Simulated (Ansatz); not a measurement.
## Nudged elastic band run: ClGaH6N2

Input:

```yaml
crystal:
  periodic: [false, false, false]
  atoms:
    - { symbol: Ga, position_ang: [-0.001245, -0.382872, -0.33981] }
    - { symbol: Cl, position_ang: [0.016637, -0.701241, 1.804124] }
    - { symbol: "N", position_ang: [1.594483, -0.296419, -1.176] }
    - { symbol: H, position_ang: [2.469124, -0.385903, -0.699222] }
    - { symbol: H, position_ang: [1.720456, -0.14109, -2.155745] }
    - { symbol: "N", position_ang: [-1.61063, -0.2305, -1.139624] }
    - { symbol: H, position_ang: [-2.477226, -0.283686, -0.643132] }
    - { symbol: H, position_ang: [-1.752172, -0.070012, -2.116411] }
    - { symbol: H, position_ang: [0.105045, 3.254955, 2.11891] }
    - { symbol: H, position_ang: [0.090627, 2.517967, 2.24031] }
basis:
  gaussian: { orbitals: def2-SVP }
hamiltonian:
  xc: hf
neb:
  order_check: false
  images: 9
  f_tol: 0.05
  max_iterations: 60
  final_atoms:
    - { symbol: Ga, position_ang: [0.00738111, 0.76623816, -0.67162935] }
    - { symbol: Cl, position_ang: [0.08250451, 0.16165487, 3.03379324] }
    - { symbol: "N", position_ang: [1.55125275, -0.053868, -1.17495645] }
    - { symbol: H, position_ang: [1.59950792, -0.93832739, -1.64048582] }
    - { symbol: H, position_ang: [2.46547843, 0.27462768, -0.93749301] }
    - { symbol: "N", position_ang: [-1.57156985, 0.00616856, -1.15981586] }
    - { symbol: H, position_ang: [-1.65832199, -0.87379881, -1.62817474] }
    - { symbol: H, position_ang: [-2.47060888, 0.37466715, -0.92283395] }
    - { symbol: H, position_ang: [0.03665318, 2.13579368, 0.09092153] }
    - { symbol: H, position_ang: [0.11282182, 1.4280431, 2.90407442] }
  initial_path:
    images:
      - { positions_ang: [[-0.001245, -0.382872, -0.33981], [0.016637, -0.701241, 1.804124], [1.594483, -0.296419, -1.176], [2.469124, -0.385903, -0.699222], [1.720456, -0.14109, -2.155745], [-1.61063, -0.2305, -1.139624], [-2.477226, -0.283686, -0.643132], [-1.752172, -0.070012, -2.116411], [0.105045, 3.254955, 2.11891], [0.090627, 2.517967, 2.24031]] }
      - { positions_ang: [[-0.00109336, -0.3047827, -0.26958374], [0.01631673, -0.54155883, 1.96324412], [1.60860159, -0.24414757, -1.13335729], [2.4003506, -0.50146088, -0.79644914], [1.80028259, 0.06115843, -1.97963938], [-1.6240273, -0.18771064, -1.10037544], [-2.45183232, -0.39201632, -0.67704385], [-1.78694205, 0.09978626, -2.01281199], [0.10329547, 2.96376836, 1.80288705], [0.09014707, 2.32816288, 2.09652967]] }
      - { positions_ang: [[-0.00094173, -0.2266934, -0.19935749], [0.01599646, -0.38187667, 2.12236424], [1.62272017, -0.19187615, -1.09071457], [2.33157719, -0.61701876, -0.89367628], [1.88010917, 0.26340687, -1.80353377], [-1.6374246, -0.14492128, -1.06112688], [-2.42643865, -0.50034663, -0.7109557], [-1.8217121, 0.26958453, -1.90921298], [0.10154594, 2.67258171, 1.4868641], [0.08966714, 2.13835877, 1.95274933]] }
      - { positions_ang: [[-0.00079009, -0.14860409, -0.12913123], [0.01567619, -0.2221945, 2.28148436], [1.63683876, -0.13960472, -1.04807186], [2.26280379, -0.73257663, -0.99090342], [1.95993576, 0.4656553, -1.62742815], [-1.6508219, -0.10213191, -1.02187832], [-2.40104497, -0.60867695, -0.74486754], [-1.85648215, 0.43938279, -1.80561397], [0.09979641, 2.38139507, 1.17084115], [0.08918721, 1.94855465, 1.808969]] }
      - { positions_ang: [[-0.00063845, -0.07051479, -0.05890498], [0.01535592, -0.06251234, 2.44060448], [1.65095735, -0.0873333, -1.00542915], [2.19403039, -0.84813451, -1.08813056], [2.03976235, 0.66790374, -1.45132253], [-1.6642192, -0.05934255, -0.98262977], [-2.3756513, -0.71700726, -0.77877939], [-1.89125221, 0.60918106, -1.70201497], [0.09804688, 2.09020842, 0.8548182], [0.08870727, 1.75875054, 1.66518866]] }
      - { positions_ang: [[-0.00048682, 0.00757451, 0.01132128], [0.01503565, 0.09716983, 2.59972459], [1.66507593, -0.03506187, -0.96278643], [2.12525698, -0.96369239, -1.1853577], [2.11958893, 0.87015217, -1.27521692], [-1.6776165, -0.01655319, -0.94338121], [-2.35025762, -0.82533758, -0.81269124], [-1.92602226, 0.77897932, -1.59841596], [0.09629735, 1.79902178, 0.53879525], [0.08822734, 1.56894642, 1.52140833]] }
      - { positions_ang: [[0.00108677, 0.15930724, -0.12526885], [0.02852942, 0.11006684, 2.68653832], [1.6423113, -0.0388231, -1.00522044], [2.02010717, -0.95861939, -1.27638332], [2.18876683, 0.75104727, -1.20767213], [-1.65640717, -0.01200884, -0.98666814], [-2.21187049, -0.83502983, -0.97578794], [-2.03493958, 0.69811689, -1.46329956], [0.08436852, 1.86637616, 0.44922051], [0.09314624, 1.54076576, 1.79794155]] }
      - { positions_ang: [[0.00266036, 0.31103997, -0.26185898], [0.0420232, 0.12296385, 2.77335205], [1.61954666, -0.04258432, -1.04765444], [1.91495736, -0.95354639, -1.36740895], [2.25794473, 0.63194237, -1.14012735], [-1.63519784, -0.00746449, -1.02995507], [-2.07348337, -0.84472207, -1.13888464], [-2.14385691, 0.61725445, -1.32818315], [0.07243968, 1.93373054, 0.35964576], [0.09806513, 1.51258509, 2.07447476]] }
      - { positions_ang: [[0.00423394, 0.4627727, -0.3984491], [0.05551697, 0.13586085, 2.86016578], [1.59678202, -0.04634555, -1.09008844], [1.80980754, -0.94847339, -1.45843457], [2.32712263, 0.51283748, -1.07258257], [-1.61398851, -0.00292014, -1.073242], [-1.93509624, -0.85441432, -1.30198134], [-2.25277423, 0.53639202, -1.19306675], [0.06051085, 2.00108492, 0.27007102], [0.10298403, 1.48440443, 2.35100798]] }
      - { positions_ang: [[0.00580753, 0.61450543, -0.53503923], [0.06901074, 0.14875786, 2.94697951], [1.57401738, -0.05010677, -1.13252245], [1.70465773, -0.94340039, -1.5494602], [2.39630053, 0.39373258, -1.00503779], [-1.59277918, 0.00162421, -1.11652893], [-1.79670911, -0.86410656, -1.46507804], [-2.36169156, 0.45552959, -1.05795035], [0.04858201, 2.0684393, 0.18049627], [0.10790293, 1.45622376, 2.6275412]] }
      - { positions_ang: [[0.00738111, 0.76623816, -0.67162935], [0.08250451, 0.16165487, 3.03379324], [1.55125275, -0.053868, -1.17495645], [1.59950792, -0.93832739, -1.64048582], [2.46547843, 0.27462768, -0.93749301], [-1.57156985, 0.00616856, -1.15981586], [-1.65832199, -0.87379881, -1.62817474], [-2.47060888, 0.37466715, -0.92283395], [0.03665318, 2.13579368, 0.09092153], [0.11282182, 1.4280431, 2.90407442]] }
```

Command:

```bash
$ ansatz run input.yaml --threads 2 --pin off --max-ram 3072MiB --backend cpu --events-out ev --progress --plain --runs-dir out
```

Output, in part (warnings, iteration lines, the closing report on the highest movable image, with atoms numbered from 0):

```
NEB end point (image 0): max|allowed force component| = 2.686e-3 eV/Å (the criterion of neb.relax_end_points is 1.000e-2)
NEB end point (image 10): max|allowed force component| = 2.962e-2 eV/Å (the criterion of neb.relax_end_points is 1.000e-2)
NEB iter   1: max|band force component| = 1.251e1 eV/Å  barrier→ = 3.6640 eV  barrier← = 2.6660 eV  Δτ_max = 0.2000 Å  (389 SCF iters)
NEB iter   2: max|band force component| = 1.589e0 eV/Å  barrier→ = 2.4501 eV  barrier← = 1.4521 eV  Δτ_max = 0.2000 Å  (292 SCF iters)
NEB iter   3: max|band force component| = 1.119e0 eV/Å  barrier→ = 2.3512 eV  barrier← = 1.3532 eV  Δτ_max = 0.2000 Å  (293 SCF iters)
NEB iter   4: max|band force component| = 3.069e0 eV/Å  barrier→ = 2.6236 eV  barrier← = 1.6256 eV  Δτ_max = 0.1005 Å  (294 SCF iters)
NEB iter   5: max|band force component| = 1.776e0 eV/Å  barrier→ = 2.1031 eV  barrier← = 1.1051 eV  Δτ_max = 0.2000 Å  (294 SCF iters)
NEB iter   6: max|band force component| = 1.981e0 eV/Å  barrier→ = 1.9249 eV  barrier← = 0.9269 eV  Δτ_max = 0.1001 Å  (295 SCF iters)
NEB iter   7: max|band force component| = 8.076e-1 eV/Å  barrier→ = 1.8949 eV  barrier← = 0.8969 eV  Δτ_max = 0.2000 Å  (286 SCF iters)
NEB iter   8: max|band force component| = 6.868e-1 eV/Å  barrier→ = 1.8774 eV  barrier← = 0.8794 eV  Δτ_max = 0.1971 Å  (285 SCF iters)
NEB iter   9: max|band force component| = 7.347e-1 eV/Å  barrier→ = 1.6602 eV  barrier← = 0.6622 eV  Δτ_max = 0.1023 Å  (286 SCF iters)
NEB iter  10: max|band force component| = 5.341e-1 eV/Å  barrier→ = 1.5256 eV  barrier← = 0.5276 eV  CI = image 7  Δτ_max = 0.1008 Å  (290 SCF iters)
NEB iter  11: max|band force component| = 6.464e-1 eV/Å  barrier→ = 1.5036 eV  barrier← = 0.5056 eV  CI = image 7  Δτ_max = 0.1997 Å  (293 SCF iters)
NEB iter  12: max|band force component| = 6.893e-1 eV/Å  barrier→ = 1.5016 eV  barrier← = 0.5036 eV  CI = image 7  Δτ_max = 0.1993 Å  (292 SCF iters)
NEB iter  13: max|band force component| = 9.654e-1 eV/Å  barrier→ = 1.5134 eV  barrier← = 0.5154 eV  CI = image 7  Δτ_max = 0.1987 Å  (286 SCF iters)
NEB iter  14: max|band force component| = 1.296e0 eV/Å  barrier→ = 1.6268 eV  barrier← = 0.6288 eV  CI = image 7  Δτ_max = 0.2000 Å  (290 SCF iters)
NEB iter  15: max|band force component| = 1.124e0 eV/Å  barrier→ = 1.8679 eV  barrier← = 0.8699 eV  CI = image 7  Δτ_max = 0.2000 Å  (289 SCF iters)
NEB iter  16: max|band force component| = 1.117e0 eV/Å  barrier→ = 1.9401 eV  barrier← = 0.9421 eV  CI = image 7  Δτ_max = 0.2000 Å  (290 SCF iters)
NEB iter  17: max|band force component| = 1.028e0 eV/Å  barrier→ = 2.2507 eV  barrier← = 1.2527 eV  CI = image 7  Δτ_max = 0.0998 Å  (259 SCF iters)
NEB iter  18: max|band force component| = 9.011e-1 eV/Å  barrier→ = 2.1667 eV  barrier← = 1.1686 eV  CI = image 7  Δτ_max = 0.1972 Å  (292 SCF iters)
NEB iter  19: max|band force component| = 6.213e-1 eV/Å  barrier→ = 2.1296 eV  barrier← = 1.1316 eV  CI = image 7  Δτ_max = 0.1953 Å  (294 SCF iters)
NEB iter  20: max|band force component| = 2.440e-1 eV/Å  barrier→ = 2.1160 eV  barrier← = 1.1180 eV  CI = image 7  Δτ_max = 0.1998 Å  (277 SCF iters)
NEB iter  21: max|band force component| = 1.299e-1 eV/Å  barrier→ = 2.1121 eV  barrier← = 1.1140 eV  CI = image 7  Δτ_max = 0.2000 Å  (264 SCF iters)
NEB iter  22: max|band force component| = 1.123e-1 eV/Å  barrier→ = 2.1092 eV  barrier← = 1.1112 eV  CI = image 7  Δτ_max = 0.2000 Å  (261 SCF iters)
NEB iter  23: max|band force component| = 1.453e-1 eV/Å  barrier→ = 2.1085 eV  barrier← = 1.1105 eV  CI = image 7  Δτ_max = 0.0994 Å  (266 SCF iters)
NEB iter  24: max|band force component| = 1.746e-1 eV/Å  barrier→ = 2.1080 eV  barrier← = 1.1100 eV  CI = image 7  Δτ_max = 0.0505 Å  (264 SCF iters)
NEB iter  25: max|band force component| = 1.083e-1 eV/Å  barrier→ = 2.1077 eV  barrier← = 1.1097 eV  CI = image 7  Δτ_max = 0.0498 Å  (261 SCF iters)
NEB iter  26: max|band force component| = 7.826e-2 eV/Å  barrier→ = 2.1076 eV  barrier← = 1.1096 eV  CI = image 7  Δτ_max = 0.0496 Å  (269 SCF iters)
NEB iter  27: max|band force component| = 6.338e-2 eV/Å  barrier→ = 2.1076 eV  barrier← = 1.1096 eV  CI = image 7  Δτ_max = 0.0502 Å  (271 SCF iters)
NEB iter  28: max|band force component| = 6.378e-2 eV/Å  barrier→ = 2.1075 eV  barrier← = 1.1095 eV  CI = image 7  Δτ_max = 0.0497 Å  (250 SCF iters)
NEB iter  29: max|band force component| = 3.746e-2 eV/Å  barrier→ = 2.1075 eV  barrier← = 1.1095 eV  CI = image 7  Δτ_max = 0.0000 Å  (557 SCF iters)
Total energy: -67883.13416252 eV, -2494.6591676315 hartree
Atom 0 at     0.012699     0.484251    -0.269201 Å, force    -0.001835     0.000577     0.000423 eV/Å
Atom 1 at    -0.001550    -0.139840     2.274590 Å, force    -0.000199    -0.002361     0.002237 eV/Å
Atom 2 at     1.601487     0.188919    -1.089624 Å, force    -0.000291    -0.000974    -0.000394 eV/Å
Atom 3 at     1.783451    -0.662864    -1.584302 Å, force     0.000758     0.000324    -0.000537 eV/Å
Atom 4 at     2.454737     0.579800    -0.741179 Å, force     0.000101     0.000646     0.000781 eV/Å
Atom 5 at    -1.643163     0.087856    -0.880250 Å, force    -0.000869    -0.000455    -0.006412 eV/Å
Atom 6 at    -2.427427    -0.053316    -0.275325 Å, force     0.002151     0.001168     0.003773 eV/Å
Atom 7 at    -1.801105    -0.313728    -1.783014 Å, force    -0.000257    -0.000477     0.000964 eV/Å
Atom 8 at     0.104273     1.891752     0.718498 Å, force     0.000572    -0.001291     0.000509 eV/Å
Atom 9 at     0.071697     1.218371     1.523207 Å, force    -0.000132     0.002844    -0.001345 eV/Å
Dipole moment:     0.046066     0.006662    -0.446671 e Å
```

It converged. The profile has 3 maxima (images 3, 7, 9) with wells between them (images 5, 8): this band takes more than one step, which may be the mechanism or a detour left from its start path. Neighbouring images differ by up to 1.7 eV, so the band resolves the path poorly. A vibrational analysis at the climbing image gives one clearly imaginary mode, 1412i cm⁻¹: a first-order saddle point. The orbitals stay closed-shell, which can raise the energy where a bond breaks towards radicals; this wasn't checked here.

Final band (atoms are numbered from 1 in the order of the input):

```csv
image,path coordinate (Å),energy (kcal/mol),Ga1–Cl2 (Å),H9–H10 (Å),Ga1–H9 (Å)
0,0.00,0.0,2.17,0.75,4.39
1,1.00,0.1,2.17,0.75,3.75
2,2.00,2.5,2.17,0.75,3.57
3,3.00,5.0,2.18,0.75,3.55
4,4.00,1.8,2.17,0.75,3.56
5,5.01,1.3,2.17,0.75,2.93
6,6.01,9.5,2.21,0.75,2.34
7,7.01,48.6,2.62,1.05,1.72
8,9.96,23.7,4.22,3.63,1.57
9,12.92,24.1,4.32,3.69,1.56
10,15.87,23.0,3.76,2.90,1.57
```

The run took 18 min on 2 threads of Intel(R) Xeon(R) Processor @ 2.50GHz (Skylake/Cascade Lake) (shared host), peak memory 0.25 GiB.
